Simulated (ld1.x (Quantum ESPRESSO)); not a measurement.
carbon, TM: configuration errors across variants

| Property | Result |
| --- | --- |
| Element | carbon (C) |
| Generator | ld1.x (Quantum ESPRESSO) 7.5 |
| Type | norm-conserving Troullier–Martins (Kleinman–Bylander form) |
| Functional | PW91 |
| Relativity | scalar-relativistic |
| Frozen core | [He] |
| Valence charge | 4 |
| Reference configuration | 2s2 2p2 |
| Partial waves | 2s (bound): rc 1.00 bohr; 2p (bound): rc 3.10 bohr |
| Local potential | all-electron potential smoothed inside 1.30 bohr (lloc = -1) |
| Core correction | none |

All-electron excitation energies from the reference (eV): (1) 2s2 2p1 10.928; (2) 2s2 2p0 35.161; (3) 2s1 2p0 83.418; (4) 2s2 2p2.3 -1.174; (5) 2s1 2p3 8.466; (6) 2s0 2p4 16.950; (7) 2s2 2p1.5 3.995.

Errors AE − PS in meV (a dash: test not solved or not reliable):

```tsv
change	(1)	(2)	(3)	(4)	(5)	(6)	(7)	bound ghosts
base	+157	+1256	+2392	+2.7	-35	-140	+24	none
all radii scaled by about 0.84 (s 0.84, p 2.60 bohr); local potential all-electron potential smoothed inside 1.10 bohr (lloc = -1)	+81	+718	+1410	+1.2	-8.6	-38	+12	none
all radii scaled by about 0.90 (s 0.90, p 2.78 bohr); local potential all-electron potential smoothed inside 1.16 bohr (lloc = -1)	+108	+917	+1775	+1.7	-19	-80	+16	none
all radii scaled by about 0.97 (s 0.96, p 3.00 bohr); local potential all-electron potential smoothed inside 1.26 bohr (lloc = -1)	+143	+1163	+2222	+2.4	-31	-124	+22	none
all radii scaled by about 1.05 (s 1.06, p 3.26 bohr); local potential all-electron potential smoothed inside 1.36 bohr (lloc = -1)	+189	+1463	+2762	+3.5	-44	-172	+30	none
all radii scaled by about 1.09 (s 1.08, p 3.38 bohr); local potential all-electron potential smoothed inside 1.42 bohr (lloc = -1)	+206	+1574	+2963	+3.9	-49	-190	+33	none
all radii scaled by about 1.19 (s 1.20, p 3.68 bohr); local potential all-electron potential smoothed inside 1.54 bohr (lloc = -1)	+290	+2083	+3874	+6.2	-73	-279	+48	none
all radii scaled by about 1.26 (s 1.26, p 3.92 bohr); local potential all-electron potential smoothed inside 1.64 bohr (lloc = -1)	+339	+2371	+4390	+7.8	-90	-337	+57	none
all radii scaled by about 1.32 (s 1.32, p 4.08 bohr); local potential all-electron potential smoothed inside 1.70 bohr (lloc = -1)	+395	+2681	+4947	+9.7	-110	-408	+68	none
all radii scaled by about 1.39 (s 1.38, p 4.30 bohr); local potential all-electron potential smoothed inside 1.80 bohr (lloc = -1)	+456	+3011	+5542	+12	-134	-493	+80	none
```

Task: Give the same row for: all radii scaled by about 0.75 (s 0.74, p 2.32 bohr); local potential all-electron potential smoothed inside 0.98 bohr (lloc = -1).

Result: +53, +501, +980, +0.7, +10, +65, +7.3; bound ghosts: none.
